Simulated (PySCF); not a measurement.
C₃H₅FSi, SMILES FC=C=C[SiH3].

The structure is a stationary point at B3LYP-D3(BJ)/def2-SVP. The structure was generated by enumeration, and PubChem lists no compound with its InChIKey, so it may never have been made.

Two levels are set side by side: TDDFT-PBE/def2-SVPD (PySCF) and TDDFT-ωB97X/def2-SVPD (PySCF). Vertical, same geometry. The lowest singlet is HOMO→LUMO 100 % with PBE and HOMO→LUMO 97 % with the other functional; states are paired by order. Differences are taken from unrounded values.

```csv
quantity,TDDFT-ωB97X,TDDFT-PBE,TDDFT-PBE minus TDDFT-ωB97X
lowest singlet excitation (eV),4.58,4.16,-0.42
lowest triplet excitation (TDA) (eV),4.20,3.72,-0.48
first bright state (f over 0.05) (eV),7.58,6.50,-1.08
its oscillator strength,1.28,0.41,-0.87
```

Functionals without exact exchange tend to place singlet excitations lower, as here. Differences between two approximate levels are no errors against the true value.

Rough cost on one machine, each run with all the roots and properties that it gave: TDDFT-ωB97X against TDDFT-PBE about 10 times.
